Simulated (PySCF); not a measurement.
Sn(H)(SH)3 (H₄S₃Sn), SMILES [SH][SnH]([SH])[SH]. Heavy atoms are numbered as in [SnH:1]([SH:2])([SH:3])[SH:4]. Hydrogens are named by the atom that carries them.

Geometry: PBE0-D3(BJ)/def2-SVP. The structure was generated by enumeration; whether it is a known compound was not checked. The def2 effective core potentials stand for the cores of Sn; spin–orbit coupling is left out. One conformer was computed; it need not be the lowest.

All values below come from CAM-B3LYP/def2-TZVP in PySCF.

ESP charges are fitted to the potential on shells at 1.4 to 2.0 van der Waals radii. Atomic charges (e), one atom of each kind:

```
atom       Löwdin  Mulliken  ESP fit
---------  ------  --------  -------
Sn1 (SnH)   -0.12      0.70      ___
S2 (SH)      0.00     -0.39      ___
H on Sn1    -0.05     -0.03      ___
H on S2      0.05      0.17      ___
```

### Question
Fill in the missing entries. (Estimate from the structure and the level; the computed values follow.)

### Answer

- Sn1 (SnH), ESP fit: 0.37
- S2 (SH), ESP fit: -0.27
- H on Sn1, ESP fit: 0.01
- H on S2, ESP fit: 0.14
